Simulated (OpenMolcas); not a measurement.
Multiconfigurational calculation on Mo IV

Input:

```
&GATEWAY
Coord
1

Mo 0.0 0.0 0.0
Basis=ANO-RCC-VTZP
Group=XYZ
NoMove
AngMom=0.0 0.0 0.0
AMFI
&SEWARD
* reference wave functions (RASSCF and RASSI steps not shown): 3 electrons in 10 orbitals (4d 5d)
>>> COPY JOB001 $Project.JobIph
&CASPT2
Multistate=10 1 2 3 4 5 6 7 8 9 10
Frozen=8 6
IPEA=0.0
Imaginary=0.1
MaxIter=60
WThr=0.0 0.3 0.05
PrWF=0.5
NoMix
>>> COPY JOB002 $Project.JobIph
&CASPT2
Multistate=40 1 2 3 4 5 6 7 8 9 10 11 12 13 14 15 16 17 18 19 20 21 22
23 24 25 26 27 28 29 30 31 32 33 34 35 36 37 38 39 40
Frozen=8 6
IPEA=0.0
Imaginary=0.1
MaxIter=60
WThr=0.0 0.3 0.05
PrWF=0.5
NoMix
```

Output, cut to the results:

```
--- CASPT2 ---
Orbital specifications:
      -----------------------

      Symmetry species                           1   2
                                                ag  au
      Frozen orbitals                            8   6
      Inactive orbitals                          1   3
      Active orbitals                           10   0
      Secondary orbitals                        17  23
      Deleted orbitals                           0   0
      Number of basis functions                 36  32
Type of calculation                        MS-CASPT2
      Fock operator                              state-specific
      IPEA shift                                 0.00
      Real shift                                 0.00
      Imaginary shift                            0.10
      The input orbitals will be transformed to quasi-canonical
Reference energy:       -4043.9550941036
      E2 (Non-variational):      -0.2986907473
      Shift correction:          -0.0001350024
      E2 (Variational):          -0.2988257497
      Total energy:           -4044.2539198533
      Residual norm:              0.0000001388
      Reference weight:           0.94478
      Contributions to the CASPT2 correlation energy
      Active & Virtual Only:         -0.0150128132
      One Inactive Excited:          -0.1359394530
      Two Inactive Excited:          -0.1477384811
Reference energy:       -4043.9550941036
      E2 (Non-variational):      -0.2982343978
      Shift correction:          -0.0001339774
      E2 (Variational):          -0.2983683753
      Total energy:           -4044.2534624789
      Residual norm:              0.0000001344
      Reference weight:           0.94499
      Contributions to the CASPT2 correlation energy
      Active & Virtual Only:         -0.0149458162
      One Inactive Excited:          -0.1356742325
      Two Inactive Excited:          -0.1476143491
::    CASPT2 Root  1     Total energy:  -4044.25391985
::    CASPT2 Root  2     Total energy:  -4044.25346248
::    CASPT2 Root  3     Total energy:  -4044.25315178
::    CASPT2 Root  4     Total energy:  -4044.25444522
::    CASPT2 Root  5     Total energy:  -4044.25303880
::    CASPT2 Root  6     Total energy:  -4044.25497937
::    CASPT2 Root  7     Total energy:  -4044.25589062
::    CASPT2 Root  8     Total energy:  -4044.21065717
::    CASPT2 Root  9     Total energy:  -4044.21065717
::    CASPT2 Root 10     Total energy:  -4044.21065717
::    MS-CASPT2 Root  1     Total energy:  -4044.25616042
::    MS-CASPT2 Root  2     Total energy:  -4044.25519628
::    MS-CASPT2 Root  3     Total energy:  -4044.25459724
::    MS-CASPT2 Root  4     Total energy:  -4044.25393327
::    MS-CASPT2 Root  5     Total energy:  -4044.25337440
::    MS-CASPT2 Root  6     Total energy:  -4044.25291568
::    MS-CASPT2 Root  7     Total energy:  -4044.25272245
::    MS-CASPT2 Root  8     Total energy:  -4044.21065637
::    MS-CASPT2 Root  9     Total energy:  -4044.21065348
::    MS-CASPT2 Root 10     Total energy:  -4044.21065005
--- CASPT2 ---
Orbital specifications:
      -----------------------

      Symmetry species                           1   2
                                                ag  au
      Frozen orbitals                            8   6
      Inactive orbitals                          1   3
      Active orbitals                           10   0
      Secondary orbitals                        17  23
      Deleted orbitals                           0   0
      Number of basis functions                 36  32
Type of calculation                        MS-CASPT2
      Fock operator                              state-specific
      IPEA shift                                 0.00
      Real shift                                 0.00
      Imaginary shift                            0.10
      The input orbitals will be transformed to quasi-canonical
Reference energy:       -4043.8962686198
      E2 (Non-variational):      -0.3106021721
      Shift correction:          -0.0002276367
      E2 (Variational):          -0.3108298088
      Total energy:           -4044.2070984286
      Residual norm:              0.0000006879
      Reference weight:           0.93895
      Contributions to the CASPT2 correlation energy
      Active & Virtual Only:         -0.0209109939
      One Inactive Excited:          -0.1397973722
      Two Inactive Excited:          -0.1498938060
Reference energy:       -4043.8962686198
      E2 (Non-variational):      -0.3106008478
      Shift correction:          -0.0002294724
      E2 (Variational):          -0.3108303203
      Total energy:           -4044.2070989401
      Residual norm:              0.0000006930
      Reference weight:           0.93893
      Contributions to the CASPT2 correlation energy
      Active & Virtual Only:         -0.0209149105
      One Inactive Excited:          -0.1397944079
      Two Inactive Excited:          -0.1498915295
::    CASPT2 Root  1     Total energy:  -4044.20709843
::    CASPT2 Root  2     Total energy:  -4044.20709894
::    CASPT2 Root  3     Total energy:  -4044.20709631
::    CASPT2 Root  4     Total energy:  -4044.20710288
::    CASPT2 Root  5     Total energy:  -4044.20709785
::    CASPT2 Root  6     Total energy:  -4044.20710907
::    CASPT2 Root  7     Total energy:  -4044.20709807
::    CASPT2 Root  8     Total energy:  -4044.20710954
::    CASPT2 Root  9     Total energy:  -4044.20709897
::    CASPT2 Root 10     Total energy:  -4044.18738836
::    CASPT2 Root 11     Total energy:  -4044.18803707
::    CASPT2 Root 12     Total energy:  -4044.18706656
::    CASPT2 Root 13     Total energy:  -4044.18862508
::    CASPT2 Root 14     Total energy:  -4044.18737237
::    CASPT2 Root 15     Total energy:  -4044.18754517
::    CASPT2 Root 16     Total energy:  -4044.18689359
::    CASPT2 Root 17     Total energy:  -4044.18746289
::    CASPT2 Root 18     Total energy:  -4044.18826142
::    CASPT2 Root 19     Total energy:  -4044.18736084
...
```

Levels above the lowest, from the spin-orbit matrix with the single-state CASPT2 energies, averaged by term, on its diagonal:

| Configuration | Term | J | E (cm⁻¹) | Measured (cm⁻¹) | Term weight % | Second |
| --- | --- | --- | --- | --- | --- | --- |
| 4d³ | ⁴F | 3/2 | 0.0 | 0.0 | 99 |  |
| 4d³ | ⁴F | 5/2 | 766 | 778 | 100 |  |
| 4d³ | ⁴F | 7/2 | 1731 | 1760 | 100 |  |
| 4d³ | ⁴F | 9/2 | 2830 | 2865 | 98 |  |
| 4d³ | ⁴P | 3/2 | 10270 | 10331 | 80 | 18 ²P |
| 4d³ | ⁴P | 1/2 | 10330 | 10338 | 91 | 9 ²P |
| 4d³ | ²G | 7/2 | 11500 | 11580 | 99 |  |
| 4d³ | ⁴P | 5/2 | 11640 | 11612 | 99 |  |
| 4d³ | ²G | 9/2 | 12290 | 12311 | 87 | 11 ²H |
| 4d³ | ²P | 1/2 | 13730 | 14348 | 91 | 9 ⁴P |
| 4d³ | ²P | 3/2 | 13890 |  | 50 | 31 ²D(1) |
| 4d³ | ²H | 9/2 | 16350 | 15995 | 89 | 11 ²G |
| 4d³ | ²H | 11/2 | 16800 | 16357 | 100 |  |
| 4d³ | ²D(1) | 3/2 | 16850 | 17107 | 66 | 32 ²P |
| 4d³ | ²D(1) | 5/2 | 16910 | 16809 | 98 |  |
| 4d³ | ²F | 7/2 | 25210 | 24787 | 100 |  |
| 4d³ | ²F | 5/2 | 25530 | 25100 | 99 |  |
| 4d³ | ²D(2) | 5/2 | 40540 | 38922 | 99 |  |
| 4d³ | ²D(2) | 3/2 | 40870 | 39231 | 100 |  |

Against the 17 measured excited levels shown (Sugar and Musgrove, J. Phys. Chem. Ref. Data 17, 155 (1988)) the mean absolute deviation is 360 cm-1; the largest miss in energy is 4d³ ²D_3/2(2): computed 40870, measured 39231 cm⁻¹ (+4.2 %).

Term energies are means over components that CASPT2 splits; among the terms shown or strongly mixed into the levels shown the widest spread is 630 cm-1 (4d³ ⁴F). Active for correlation alone: 5d; no level in the range computed is led by a configuration that fills it, so any true level of that kind is missing. The CASPT2 spread within a term exceeds the gap to the next term for 4d³ ²D(1) and 4d³ ²H, so the order of their levels is uncertain. Computed and measured levels are paired by configuration, term and J; levels that our copy of the source lacks, or whose pairing is in doubt (as where it misses far off the trend of its configuration), stay unpaired and out of the deviations. Levels of configurations outside the active space are missing. The first state left out of the spin-orbit step lies near 210000 cm-1 above the lowest spin-free state of the reference (among the parities and spins computed), and the list stops at four fifths of that energy or lower.

The term weight is that of the spin-free term in the level, not the purity of its configuration. A number in round brackets counts repeated terms of one configuration in the order of the reference energies.
